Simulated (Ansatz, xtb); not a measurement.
# C4H9O2P: which of two isomers lies lower

Structure I is `C=CC[P@](C)(=O)O`, a singlet and structure II is `C[P@](=O)(O)C1CC1`, a singlet. Both are isolated molecules in the gas phase, relaxed with B3LYP/def2-SVP, each in the lowest conformer that the search found.

Quicker runs give these differences E(II) − E(I): GFN2-xTB −6.7 kcal/mol; HF/STO-3G −6.3 kcal/mol (at GFN2-xTB geometries); r2SCAN-D4/def2-SVP +0.3 kcal/mol (at GFN2-xTB geometries).

Q: Estimate which is lower in electronic energy at CCSD(T)/def2-SVP + ΔMP2/def2-TZVPP, and by roughly how much.

A: The CCSD(T)/def2-SVP + ΔMP2/def2-TZVPP calculation puts structure I lower, by 4.0 kcal/mol.

Level by level:

| level | geometry | E(II) − E(I) (kcal/mol) | departure from the last row (kcal/mol) | job, with rough time for the two |
| --- | --- | --- | --- | --- |
| GFN2-xTB | GFN2-xTB | −6.7 | −10.7 | optimisation, 0.24 s |
| HF/STO-3G | GFN2-xTB | −6.3 | −10.4 | single point, 0.4 s |
| r2SCAN-D4/def2-SVP | GFN2-xTB | +0.3 | −3.7 | single point, 4.1 s |
| B3LYP/def2-SVP | B3LYP/def2-SVP | +3.7 | −0.4 | optimisation, 67 s |
| HF/def2-SVP | B3LYP/def2-SVP | +3.8 | −0.2 | part of the CCSD(T) run |
| MP2/def2-SVP | B3LYP/def2-SVP | −0.4 | −4.4 | part of the CCSD(T) run |
| CCSD(T)/def2-SVP | B3LYP/def2-SVP | +2.5 | −1.5 | single point |
| CCSD(T)/def2-SVP + ΔMP2/def2-TZVPP | B3LYP/def2-SVP | +4.0 |  | single point, 89 s |

As drawn, II has 2 C–C in place of 1 C=C. Structure I has no ring, II a 3-membered ring.

GFN2-xTB, HF/STO-3G put the two in the other order. r2SCAN-D4/def2-SVP, MP2/def2-SVP find them nearly level. The largest departure from CCSD(T)/def2-SVP + ΔMP2/def2-TZVPP is that of GFN2-xTB, 10.7 kcal/mol. The last row adds to CCSD(T) the change of the MP2 difference between the two basis sets, here +1.5 kcal/mol.

With thermal terms from frequencies at re-optimised GFN2-xTB minima (ideal gas, soft modes damped towards free rotors, one conformer each, 298.15 K, 1 atm): on the last row, ΔE + ΔZPE = +5.3, ΔH = +4.9, ΔG = +5.9 kcal/mol.

The correlated steps freeze 11 core orbitals. Codes used: Ansatz 0.2.0, xtb 6.7.1; the last row on 4 threads of Arm Neoverse V1 on a shared host.
